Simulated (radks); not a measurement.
Results of a calculation; reference values are marked as such.
Excited configurations of the cerium ion Ce2+: one electron is placed in a higher orbital outside [Xe] 4f1. The ground configuration is [Xe] 4f2. Level of theory: Dirac Kohn-Sham, PBE, spin-unpolarised, spherical densities, finite nucleus; open shells fill j = l - 1/2 first; Fermi nuclear charge, rms radius 4.8771 fm (a radial shooting solver on a logarithmic mesh with Libxc functionals). Excitation = E - E(ground); binding = E(ion) - E, where the ion is the core of charge +3; n* = 3/sqrt(2 binding) in atomic units, and the quantum defect is n - n*.

| outer orbital | excitation (eV) | binding (eV) | n* | eigenvalue (eV) |
|---|---|---|---|---|
| 5f5/2 | 12.717 | 7.919 | 3.932 | -6.241 |
| 6s1/2 | 2.837 | 17.799 | 2.623 | -14.883 |
| 6p1/2 | 6.386 | 14.250 | 2.931 | -11.833 |
| 6d3/2 | 11.346 | 9.290 | 3.630 | -7.737 |
| 7d3/2 | 14.836 | 5.800 | 4.595 | -4.915 |
| 7f5/2 | 16.903 | 3.733 | 5.727 | -3.170 |

The Delta-SCF ionisation energy is 20.636 eV (NIST Atomic Spectra Database: 20.197 eV, semi-empirical). Self-interaction in the functional shifts the binding energies and quantum defects, so they are the method's values and not measured ones. Spin polarisation and multiplet splitting are left out, so open shells lie too high by an amount that depends on their filling.

Beside tabulated values, note that spin-unpolarised runs miss the spin-polarisation part of the exchange energy of open shells.
